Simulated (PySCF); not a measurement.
Spectra and structures to be paired. Level of theory: TDDFT PBE0/def2-SVPD, vertical, gas phase, core orbitals frozen in the response in PySCF. Geometries: GFN2-xTB; one conformer of each isolated species. Triplets are in the Tamm–Dancoff approximation.

A. `C=C[C@H](C)C#CC`
B. `C#C/C=C(/F)[C@@H](C)C=O`
C. `C=C1C=CC(OC)=C1F`
D. `O=Cc1ccoc1`
E. `CCC1=CC=CC1`

Lowest singlet levels (six at most, fewer where fewer were computed) with oscillator strengths:

1. 4.93 eV (f 0.131); 5.82 eV (f 0.003); 6.44 eV (f 0.021); 6.61 eV (f 0.004); 6.71 eV (f 0.005); 6.91 eV (f 0.026); T1 2.99 eV
2. 4.31 eV (f 0.000); 4.93 eV (f 0.001); 5.35 eV (f 0.103); 5.55 eV (f 0.004); 5.67 eV (f 0.062); 6.31 eV (f 0.009); T1 3.42 eV
3. 3.85 eV (f 0.000); 4.85 eV (f 0.051); 6.08 eV (f 0.107); 6.50 eV (f 0.000); 6.73 eV (f 0.422); 6.88 eV (f 0.004); T1 3.30 eV
4. 6.18 eV (f 0.003); 6.33 eV (f 0.076); 6.68 eV (f 0.004); 6.81 eV (f 0.014); 6.84 eV (f 0.012); 7.16 eV (f 0.031); T1 4.47 eV
5. 3.05 eV (f 0.013); 5.15 eV (f 0.375); 5.48 eV (f 0.003); 6.04 eV (f 0.000); 6.28 eV (f 0.018); 6.40 eV (f 0.001); T1 2.07 eV

Question: Which spectrum belongs to which structure?

Answer: 1 = E, 2 = B, 3 = D, 4 = A, 5 = C.
- A: S1 at 6.18 eV, HOMO-1→LUMO (84%); Löwdin shares by element: HOMO carbon 82% or more (atoms not listed hold the other 18%); LUMO carbon 62% or more, hydrogen 11% or more (atoms not listed hold the other 26%); HOMO -7.15 and LUMO 0.23 eV.
- B: S1 at 4.31 eV, HOMO-1→LUMO+1 (41%), HOMO-1→LUMO (34%), HOMO→LUMO+1 (12%); Löwdin shares by element: HOMO carbon 76% or more (atoms not listed hold the other 24%); LUMO carbon 48% or more, oxygen 13% (atoms not listed hold the other 39%); HOMO -7.22 and LUMO -1.17 eV.
- C: S1 at 3.05 eV, HOMO→LUMO (98%); Löwdin shares by element: HOMO carbon 59% or more, oxygen 12% (atoms not listed hold the other 29%); LUMO carbon 68% or more (atoms not listed hold the other 32%); HOMO -6.02 and LUMO -1.90 eV; point group Cs, 1 of its 6 listed states under f = 0.0005.
- D: S1 at 3.85 eV, HOMO-1→LUMO (96%); Löwdin shares by element: HOMO carbon 80% or more (atoms not listed hold the other 20%); LUMO carbon 57% or more, oxygen 23% or more (atoms not listed hold the other 20%); HOMO -7.31 and LUMO -1.71 eV; point group Cs, 2 of its 6 listed states under f = 0.0005.
- E: S1 at 4.93 eV, HOMO→LUMO (98%); Löwdin shares by element: HOMO carbon 81% or more (atoms not listed hold the other 19%); LUMO carbon 69% or more (atoms not listed hold the other 31%); HOMO -6.05 and LUMO -0.40 eV.
